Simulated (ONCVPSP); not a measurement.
**An odd input for ONCVPSP 4.0.1 (scandium (Sc))**

Command:

```bash
oncvpsp.x < Sc.dat > Sc.out
```

Input:

```
# ATOM AND REFERENCE CONFIGURATION
# atsym  z   nc   nv     iexc    psfile
  Sc 21.00    3    4  -001012      upf
#
#   n    l    f
    1    0    2.00
    2    0    2.00
    2    1    6.00
    3    0    2.00
    3    1    6.00
    3    2    2.00
    4    0    1.00
#
# PSEUDOPOTENTIAL AND OPTIMIZATION
# lmax
    2
#
#   l,   rc,      ep,       ncon, nbas, qcut
    0    1.45    0.00    4    9    8.00
    1    1.80    0.00    4    8    9.70
    2    1.50    0.00    4    7    7.30
#
# LOCAL POTENTIAL
# lloc, lpopt,  rc(5),   dvloc0
    4    2    1.35    0.00
#
# VANDERBILT-KLEINMAN-BYLANDER PROJECTORs
# l, nproj, debl
    0    2    1.30
    1    3    3.70
    2    2    1.80
#
# MODEL CORE CHARGE
# icmod, fcfact, rcfact
    3    3.50    1.60
#
# LOG DERIVATIVE ANALYSIS
# epsh1, epsh2, depsh
   -3.00    5.00    0.02
#
# OUTPUT GRID
# rlmax, drl
    6.00    0.50
#
# TEST CONFIGURATIONS
# ncnf
    4
# nvcnf
#   n    l    f
    4
    3    0    2.00
    3    1    6.00
    3    2    1.00
    4    0    2.00
#
    4
    3    0    2.00
    3    1    6.00
    3    2    1.00
    4    0    1.00
#
    4
    3    0    2.00
    3    1    6.00
    3    2    1.00
    4    0    0.00
#
    4
    3    0    2.00
    3    1    6.00
    3    2    0.00
    4    0    0.00
#
```

This is an input that runs to its end, with one change: drl set to 0.5 bohr.

Problem. How does the run end?

Solution. The program runs through. Ghost flags: none; the largest excitation error among the 2 tests with output is 7.4 meV, as for the unchanged input. Messages: WARNING no output for configuration 4; WARNING no output for configuration 5; psatom: WARNING lschvkbb convergence error n,l,iter= 3 2 3.

```

psatom: WARNING lschvkbb convergence error n,l,iter=   3   2   3
ea(ii),et,emin,emax -5.529217E-02 -6.082138E-02 -6.082138E-02 -6.082138E-02
run_config: WARNING for fully non-local PS atom, stg. 1
 WARNING no output for configuration 4

Test configuration 4

psatom: WARNING lschvkbb convergence error n,l,iter=   3   2   3
ea(ii),et,emin,emax -5.529217E-02 -6.082138E-02 -6.082138E-02 -6.082138E-02
run_config: WARNING for fully non-local PS atom, stg. 1
 WARNING no output for configuration 5
```
